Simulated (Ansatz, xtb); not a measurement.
## Isomers of C4H5NO2Si in order of energy

6 gas-phase structures of C4H5NO2Si, from a drawn sample of its isomers (lower ones may exist). Each was relaxed with GFN2-xTB; where two conformers were screened, the lower at r2SCAN-D4/def2-SVP//GFN2-xTB is listed:

A. `O=Cc1ocnc1[SiH3]`, a singlet
B. `O=Cc1cnc([SiH3])o1`, a singlet
C. `O=Cc1coc([SiH3])n1`, a singlet
D. `O=Cc1ncoc1[SiH3]`, a singlet
E. `O=Cc1nc([SiH3])co1`, a singlet
F. `O=Cc1ncc([SiH3])o1`, a singlet

Q: Make a reasoned guess at their ranking by r2SCAN-D4/def2-SVP//GFN2-xTB single-point energy.

A: Calculated order at r2SCAN-D4/def2-SVP//GFN2-xTB: D (0.000), A (0.042), C (0.094), B (0.094), F (0.099), E (0.134) eV. Less than 1 kcal/mol parts D and A; C and B; B and F; F and E, so the order within those pairs means little.

Energies above the lowest of each column, in eV; the last columns are at r2SCAN-D4/def2-SVP geometries:

```
structure  GFN2-xTB  HF/STO-3G  r2SCAN-D4/def2-SVP//GFN2-xTB  r2SCAN-D4/def2-SVP  CCSD(T)/def2-SVP + ΔMP2/def2-TZVPP
        D     0.000      0.140                         0.000               0.000                               0.000
        A     0.108      0.214                         0.042               0.063                               0.085
        C     0.175      0.000                         0.094               0.155                               0.110
        B     0.156      0.064                         0.094               0.156                               0.147
        F     0.237      0.105                         0.099               0.153                               0.135
        E     0.340      0.161                         0.134               0.191                               0.165
```

CCSD(T)/def2-SVP + ΔMP2/def2-TZVPP puts D lowest; HF/STO-3G picks C. CCSD(T)/def2-SVP + ΔMP2/def2-TZVPP orders those it was run on as D (0.000), A (0.085), C (0.110), F (0.135), B (0.147), E (0.165) eV. Less than 1 kcal/mol parts A and C; C and F; F and B; B and E, so the order within those pairs means little. Flexible structures stand in one conformer each, not always the lowest. B keeps a small imaginary mode. ΔMP2 is the change of the MP2 energy from the smaller to the larger basis.

Over these structures GFN2-xTB departs from r2SCAN-D4/def2-SVP//GFN2-xTB by 0.053 eV on average once a common shift is removed. A GFN2-xTB relaxation took about 0.093 s and the r2SCAN-D4/def2-SVP//GFN2-xTB energy about 1.9 s on a shared host (Ansatz 0.2.0, xtb 6.7.1).
